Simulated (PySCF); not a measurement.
## Stationary points of H2AsO

Level of theory: PySCF, PBE0, basis As def2-TZVP, O def2-TZVP, H def2-TZVP (no relativity, density fitting).

Relaxations began from a few typed shapes; open shells are unrestricted. The search is not exhaustive: other isomers or separated fragments can lie lower, and high-lying points may rest on an excited occupation.

Which is the lowest minimum found?
A. doublet Cs: As–H 1.526 Å (×2), As–O 1.669 Å; H–As–H 100.0°, H–As–O 107.5° (×2)
B. doublet C2v: As–H 1.493 Å (×2), As–O 1.637 Å; H–As–H 114.0°, H–As–O 123.0° (×2)
C. doublet Cs: As–H 1.550 Å, As–H 1.982 Å, As–O 1.636 Å; H–As–H 87.6°, H–As–O 102.2°, H–As–O 170.2°

A. The others lie at 66.9 (doublet C2v, a saddle point), 203.8 (doublet Cs, a saddle point) kJ/mol above it.
